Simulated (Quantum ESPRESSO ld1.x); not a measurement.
Species: Pd3.75+. Configuration: [Ne] 3s1.25 3p6 3d10 4s2 4p6 4d7 (fractional occupations, a model configuration). Method: scalar-relativistic Kohn-Sham, BLYP, spin-unpolarised, spherical densities, point nucleus; computed with ld1.x of Quantum ESPRESSO 7.5.

Normalised radial functions P(r) = r R(r), r in bohr:

| r | 4d |
|---|---|
| 0.002738 | 0.0000 |
| 0.003112 | 0.0000 |
| 0.003536 | 0.0000 |
| 0.004052 | 0.0001 |
| 0.004605 | 0.0001 |
| 0.005234 | 0.0001 |
| 0.005996 | 0.0002 |
| 0.006815 | 0.0003 |
| 0.007746 | 0.0004 |
| 0.008874 | 0.0007 |
| 0.01009 | 0.0009 |
| 0.01155 | 0.0014 |
| 0.01313 | 0.0019 |
| 0.01493 | 0.0027 |
| 0.0171 | 0.0040 |
| 0.01944 | 0.0056 |
| 0.02209 | 0.0078 |
| 0.02531 | 0.0112 |
| 0.02876 | 0.0155 |
| 0.03269 | 0.0214 |
| 0.03745 | 0.0299 |
| 0.04257 | 0.0406 |
| 0.04877 | 0.0557 |
| 0.05543 | 0.0742 |
| 0.063 | 0.0976 |
| 0.07218 | 0.1289 |
| 0.08203 | 0.1649 |
| 0.09323 | 0.2074 |
| 0.1068 | 0.2592 |
| 0.1214 | 0.3127 |
| 0.1391 | 0.3716 |
| 0.1581 | 0.4245 |
| 0.1797 | 0.4692 |
| 0.2058 | 0.4998 |
| 0.234 | 0.5046 |
| 0.2659 | 0.4781 |
| 0.3046 | 0.4087 |
| 0.3462 | 0.3011 |
| 0.3935 | 0.1535 |
| 0.4508 | -0.0400 |
| 0.5124 | -0.2442 |
| 0.5871 | -0.4659 |
| 0.6672 | -0.6590 |
| 0.7583 | -0.8177 |
| 0.8688 | -0.9309 |
| 0.9874 | -0.9755 |
| 1.122 | -0.9599 |
| 1.286 | -0.8863 |
| 1.461 | -0.7771 |
| 1.661 | -0.6449 |
| 1.903 | -0.4966 |
| 2.163 | -0.3642 |
| 2.478 | -0.2429 |
| 2.816 | -0.1532 |
| 3.201 | -0.0883 |
| 3.667 | -0.0436 |
| 4.168 | -0.0198 |

4d: eigenvalue -54.979 eV, 1 radial node at r = 0.439 bohr, <r> = 1.23 bohr, 90 % of the charge inside 1.89 bohr.
